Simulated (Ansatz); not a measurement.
The cluster V2B2⁻. The state is a doublet with charge -1. Geometry r2SCAN-D4/def2-SVP, that of the neutral singlet.

```xyz
4

V    -1.2502    0.1448   -0.0529
V     0.1851    1.2200   -0.2527
B     0.5463   -0.8404   -0.6005
B     0.5188   -0.5245    0.9061
```

At PBE-D4/def2-TZVPD, r2SCAN-D4/def2-TZVPD the highest occupied level of the charge -1 doublet lies above zero (up to 0.65 eV). Its loss leaves the charge 0 singlet, which lies 1.56 eV higher (vertical, at PBE-D4/def2-TZVPD), but this difference is unsure: the singlet is doubtful (at the level of its geometry, restricted singlet, unstable towards broken spin symmetry at other levels and untested here). At r2SCAN-D4/def2-TZVPD, PBE0-D4/def2-TZVPD the charge -1 doublet is spin-contaminated (final ⟨S²⟩ up to 1.68, 0.75 for a pure state). The structure comes from a short search, and lower isomers may exist.

Question: Estimate the α-spin orbital energies around the gap (eV) in Ansatz with PBE-D4/def2-TZVPD, r2SCAN-D4/def2-TZVPD, PBE0-D4/def2-TZVPD.

Answer: 
```csv
orbital,PBE-D4/def2-TZVPD,r2SCAN-D4/def2-TZVPD,PBE0-D4/def2-TZVPD
HOMO−5,-1.01,-1.15,-1.88
HOMO−4,-0.90,-0.94,-1.68
HOMO−3,-0.59,-0.71,-1.51
HOMO−2,-0.25,-0.39,-1.15
HOMO−1,0.16,0.10,-0.60
HOMO,0.65,0.38,-0.46
LUMO,1.35,1.65,2.22
LUMO+1,1.64,1.77,2.42
LUMO+2,1.76,2.04,2.80
LUMO+3,2.01,2.23,3.21
LUMO+4,2.31,2.72,3.35
LUMO+5,2.57,2.82,3.37
β HOMO,0.32,0.21,-0.50
β LUMO,1.24,1.30,2.19
```
